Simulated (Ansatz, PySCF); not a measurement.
Reaction (SMILES): [Cl][Be][Cl] -> [Cl][Be][Cl] as doublet, charge -1 (an electron is taken up)
Each molecule is optimised on its own at B3LYP-D3(BJ)/def2-TZVP (Ansatz, a quantum-chemistry and plane-wave program). A spin state is the lowest found, not a proven ground state.

Property: adiabatic electron affinity (0 K, with B3LYP-D3(BJ) harmonic zero-point energies from PySCF), positive where the reaction releases energy, in eV. Correlated levels leave the core frozen unless marked. Open shells are spin-unrestricted. No spin-orbit coupling. Non-relativistic. Anions need diffuse functions: def2-D sets add few; the other sets have none. CBS marks a two-point X^-3 extrapolation of the correlation energy; Hartree-Fock from the larger set. [CCSD(T)-MP2]/basis is that difference in the basis named.

| level | program | adiabatic electron affinity (eV) |
|---|---|---|
| HF/STO-3G | Ansatz | -2.64 |
| HF/6-31G* | Ansatz | -0.29 |
| HF/def2-TZVPP | Ansatz | -0.12 |
| HF/def2-TZVPPD | Ansatz | -0.02 |
| HF/def2-QZVPP | Ansatz | -0.07 |
| PBE-D4/def2-TZVPD | Ansatz + dftd4 | 0.41 |
| revPBE-D4/def2-TZVPD | Ansatz + dftd4 | 0.43 |
| BP86/def2-TZVPD | PySCF | 0.48 |
| TPSS/def2-TZVPD | PySCF | 0.38 |
| M06-L/def2-TZVPD | PySCF | 0.05 |
| r2SCAN-D4/def2-TZVPD | Ansatz + dftd4 | 0.40 |
| B97M-V/def2-TZVPD | Ansatz | 0.19 |
| r2SCANh-D4/def2-TZVPD | Ansatz + dftd4 | 0.40 |
| HSE06/def2-TZVPD | Ansatz | 0.37 |
| CAM-B3LYP-D3(BJ)/def2-TZVPD | Ansatz + dftd3 | 0.34 |
| wB97M-V/def2-TZVPD | Ansatz | 0.15 |
| MP2/def2-QZVPPD | Ansatz | 0.21 |
| CCSD(T)/6-31G* | Ansatz | -0.41 |
| CCSD(T)/def2-TZVPP | Ansatz | 0.13 |
| RI-MP2/CBS(def2-TZVPPD,def2-QZVPPD)+[CCSD(T)-MP2]/def2-TZVPPD | Ansatz | 0.25 |
